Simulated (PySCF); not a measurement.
Rh (SMILES [Rh]), quartet (core potentials on Rh); M062X/def2-SVP (PySCF).

The PySCF input:
```python
from pyscf import gto, scf, dft

mol = gto.Mole()
mol.atom = '''
    Rh    0.00000000    0.00000000    0.00000000
'''
mol.basis = 'def2-svp'
mol.ecp = {'Rh': 'def2-svp'}
mol.spin = 3
mol.verbose = 4
mol.build()

mf = dft.UKS(mol)
mf.xc = 'm062x'
mf.kernel()
```

Question: Predict the main parts of the log of this PySCF run.

Answer: 
```
PySCF version 2.14.0

[INPUT] verbose = 4
[INPUT] num. atoms = 1
[INPUT] num. electrons = 17
[INPUT] charge = 0
[INPUT] spin (= nelec alpha-beta = 2S) = 3
[INPUT] symmetry False subgroup None
[INPUT] Mole.unit = angstrom
[INPUT] Symbol           X                Y                Z      unit          X                Y                Z       unit  Magmom
[...]
nuclear repulsion = 0
number of shells = 11
number of NR pGTOs = 57
number of NR cGTOs = 31
basis = def2-svp
ecp = {'Rh': 'def2-svp'}

******** <class 'pyscf.dft.uks.UKS'> ********
method = UKS
initial guess = minao
damping factor = 0
level_shift factor = 0
DIIS = <class 'pyscf.scf.diis.CDIIS'>
diis_start_cycle = 1
diis_space = 8
diis_damp = 0
SCF conv_tol = 1e-09
SCF conv_tol_grad = None
SCF max_cycles = 50
direct_scf = True
direct_scf_tol = 1e-13
number electrons alpha = 10  beta = 7
XC library pyscf.dft.libxc version 7.1.2
    S. Lehtola, C. Steigemann, M. J. T. Oliveira, and M. A. L. Marques,  SoftwareX 7, 1–5 (2018)
XC functionals = m062x
    Y. Zhao and D. G. Truhlar,  Theor. Chem. Acc. 120, 215 (2008)
    Y. Zhao and D. G. Truhlar,  Theor. Chem. Acc. 120, 215 (2008)
radial grids:
    Treutler-Ahlrichs [JCP 102, 346 (1995); DOI:10.1063/1.469408] (M4) radial grids

becke partition: Becke, JCP 88, 2547 (1988); DOI:10.1063/1.454033
pruning grids: <function nwchem_prune>
grids dens level: 3
symmetrized grids: False
atomic radii adjust function: <function treutler_atomic_radii_adjust>
small_rho_cutoff = 0
Set gradient conv threshold to 3.16228e-05
tot grids = 22176
init E= -100.358425429663

cycle= 1 E= -110.22338122838  delta_E= -9.86  |g|= 0.467  |ddm|= 2.34
cycle= 2 E= -110.208362692862  delta_E= 0.015  |g|= 0.54  |ddm|= 1.45
cycle= 3 E= -110.353201177492  delta_E= -0.145  |g|= 0.0158  |ddm|= 0.604
cycle= 4 E= -110.354217921157  delta_E= -0.00102  |g|= 0.0115  |ddm|= 0.0976
cycle= 5 E= -110.355228392801  delta_E= -0.00101  |g|= 0.0112  |ddm|= 0.0681
cycle= 6 E= -110.35569887015  delta_E= -0.00047  |g|= 0.0112  |ddm|= 0.0286
cycle= 7 E= -110.359647017602  delta_E= -0.00395  |g|= 0.00956  |ddm|= 0.271
cycle= 8 E= -110.359711973587  delta_E= -6.5e-05  |g|= 0.00816  |ddm|= 0.0223
cycle= 9 E= -110.361534313167  delta_E= -0.00182  |g|= 0.0117  |ddm|= 0.335
cycle= 10 E= -110.3615901723  delta_E= -5.59e-05  |g|= 0.00717  |ddm|= 0.0263
cycle= 11 E= -110.361674398228  delta_E= -8.42e-05  |g|= 0.00238  |ddm|= 0.0271
cycle= 12 E= -110.361701427831  delta_E= -2.7e-05  |g|= 0.00245  |ddm|= 0.00969
[...]
cycle= 22 E= -110.361287475199  delta_E= 8e-05  |g|= 0.00136  |ddm|= 0.0749
cycle= 23 E= -110.361298485316  delta_E= -1.1e-05  |g|= 0.00126  |ddm|= 0.0106
cycle= 24 E= -110.361325899706  delta_E= -2.74e-05  |g|= 0.00115  |ddm|= 0.0208
cycle= 25 E= -110.361324667581  delta_E= 1.23e-06  |g|= 0.00116  |ddm|= 0.00633
cycle= 26 E= -110.361310663414  delta_E= 1.4e-05  |g|= 0.00117  |ddm|= 0.0131
cycle= 27 E= -110.361321056092  delta_E= -1.04e-05  |g|= 0.00114  |ddm|= 0.00762
cycle= 28 E= -110.36131219508  delta_E= 8.86e-06  |g|= 0.00112  |ddm|= 0.0083
cycle= 29 E= -110.36123007162  delta_E= 8.21e-05  |g|= 0.00094  |ddm|= 0.0632
cycle= 30 E= -110.361193361362  delta_E= 3.67e-05  |g|= 0.000794  |ddm|= 0.0494
cycle= 31 E= -110.361175204884  delta_E= 1.82e-05  |g|= 0.000724  |ddm|= 0.037
cycle= 32 E= -110.361171302066  delta_E= 3.9e-06  |g|= 0.000561  |ddm|= 0.0349
cycle= 33 E= -110.361169727007  delta_E= 1.58e-06  |g|= 0.000619  |ddm|= 0.0377
cycle= 34 E= -110.361169264126  delta_E= 4.63e-07  |g|= 0.000566  |ddm|= 0.00242
cycle= 35 E= -110.361168840694  delta_E= 4.23e-07  |g|= 0.000629  |ddm|= 0.0121
cycle= 36 E= -110.361168144306  delta_E= 6.96e-07  |g|= 0.000716  |ddm|= 0.0065
cycle= 37 E= -110.361173026462  delta_E= -4.88e-06  |g|= 0.000415  |ddm|= 0.0205
cycle= 38 E= -110.361175036182  delta_E= -2.01e-06  |g|= 0.0004  |ddm|= 0.00899
cycle= 39 E= -110.361175062246  delta_E= -2.61e-08  |g|= 0.000401  |ddm|= 0.000916
cycle= 40 E= -110.361175247267  delta_E= -1.85e-07  |g|= 0.000404  |ddm|= 0.00416
cycle= 41 E= -110.361173519661  delta_E= 1.73e-06  |g|= 0.000399  |ddm|= 0.00881
cycle= 42 E= -110.361173406283  delta_E= 1.13e-07  |g|= 0.000401  |ddm|= 0.00101
cycle= 43 E= -110.36117429576  delta_E= -8.89e-07  |g|= 0.000399  |ddm|= 0.007
cycle= 44 E= -110.361175121166  delta_E= -8.25e-07  |g|= 0.000399  |ddm|= 0.00385
cycle= 45 E= -110.36117430992  delta_E= 8.11e-07  |g|= 0.000397  |ddm|= 0.0014
cycle= 46 E= -110.361158753541  delta_E= 1.56e-05  |g|= 0.000331  |ddm|= 0.0308
cycle= 47 E= -110.361150287243  delta_E= 8.47e-06  |g|= 0.000337  |ddm|= 0.0305
cycle= 48 E= -110.361150412313  delta_E= -1.25e-07  |g|= 0.000299  |ddm|= 0.00652
cycle= 49 E= -110.361150169478  delta_E= 2.43e-07  |g|= 0.000296  |ddm|= 0.00817
cycle= 50 E= -110.361150122982  delta_E= 4.65e-08  |g|= 0.000296  |ddm|= 0.000584
SCF not converged.
SCF energy = -110.361150122982 after 50 cycles  <S^2> = 3.7546008  2S+1 = 4.0022997
```

Convergence was not reached.
